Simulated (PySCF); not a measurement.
BF2H3O2Si, SMILES OB(O)[SiH](F)F.

Coordinates come from a B3LYP-D3(BJ)/def2-SVP optimisation. The structure was generated by enumeration, and PubChem lists no compound with its InChIKey, so it may never have been made. One conformer was computed; it need not be the lowest.

These are PySCF with PBE/def2-TZVP values and carry that method's errors.

Computed frontier levels, gap, dipole moment and polarisability:
The highest occupied level is -7.21 eV and the lowest empty level is -1.81 eV. The orbital gap is 5.40 eV and the dipole moment is 2.10 D. The quadrupole, principal values (traceless, Buckingham form, about the centre of nuclear charge) is -3.46, 0.05, 3.41 D·Å and the mean static polarisability is 46.6 bohr³ (6.91 Å³). The polarisability, principal values comes out as 38.1, 47.7, 54.2 bohr³.
